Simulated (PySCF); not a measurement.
Numbering as in the mapped SMILES `[CH3:1][C:2](=[S:3])[SiH2:4][OH:5]`. Each H is labelled by its parent atom.

Geometry: PBE0-D3(BJ)/def2-SVP; GIAO absolute shieldings from PySCF 2.14, gas phase, non-relativistic, averaged over equivalent atoms.

At PBE0/pcSseg-1 (129 basis functions, 21 s wall time on 1 thread of an Arm Neoverse N1, shared host):
| atoms | σ (ppm) |
| --- | --- |
| C2 | -140.9 |
| C1 | 138.2 |
| S3 | -698.4 |
| Si4 | 394.9 |
| O5 | 312.3 |
| H(Si4) | 26.35 |
| H(C1) | 27.79 |
| H(O5) | 28.48 |

**Question.** Predict the values at KT3/pcSseg-2 on the same geometry.

**Answer.** 
```
 atoms  σ at KT3/pcSseg-2  change
    C2             -122.2   +18.7
    C1              135.4    -2.8
    S3             -514.9  +183.5
   Si4              407.8   +12.9
    O5              293.9   -18.4
H(Si4)              26.46   +0.11
 H(C1)              27.80   +0.01
 H(O5)              28.64   +0.16
```

The largest change is at S3 (thione sulfur). Cost: 278 basis functions, 71 s wall time on 1 thread of an Arm Neoverse N1, shared host.
